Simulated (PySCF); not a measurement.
**Exercise with solution: chemical shift, span and skew from a shielding tensor**

C₄H₅, SMILES C=[C]C=C (connectivity only; charge and spin as stated), charge +1, multiplicity 1. Atoms are numbered in the order given.

```xyz
9

C     -0.1766     1.8473     0.0000
C      0.1643     0.6106     0.0000
C      0.5458    -0.7110     0.0000
C     -0.4212    -1.6878     0.0000
H     -0.3267     2.3953     0.9448
H     -0.3267     2.3953    -0.9448
H      1.6136    -0.9623     0.0000
H     -1.4870    -1.4339     0.0000
H     -0.1466    -2.7491     0.0000
```
Charge +1, spin multiplicity 1.

Geometry optimised at B3LYP-D3(BJ)/def2-SVP. The spin state was assumed, not searched. The isomer is the one that the SMILES or the coordinates give; other isomers of the formula were not compared. The values are those of a single conformer.

GIAO shieldings from PBE/pcSseg-1 run with PySCF, non-relativistic, no solvent. The symmetric part of the tensor of C1 has the principal values -8.1, 144.5, 168.5 ppm. The same nucleus in TMS has σ = 182.0 ppm at this level (PySCF, at its B3LYP-D3(BJ)/def2-TZVP geometry).

Work out the isotropic shielding, the ¹³C shift against TMS, the span and the skew.


σ(iso) = (σ11 + σ22 + σ33)/3 = 101.6 ppm. δ = σ(ref) − σ(iso) = 182.0 − (101.6) = 80.4 ppm.
Span Ω = σ33 − σ11 = 176.6 ppm. Skew κ = 3(σ(iso) − σ22)/Ω = -0.73. Tumbling in solution averages the tensor to δ; in a static solid the shielding alone would spread this spin-1/2 line over Ω.
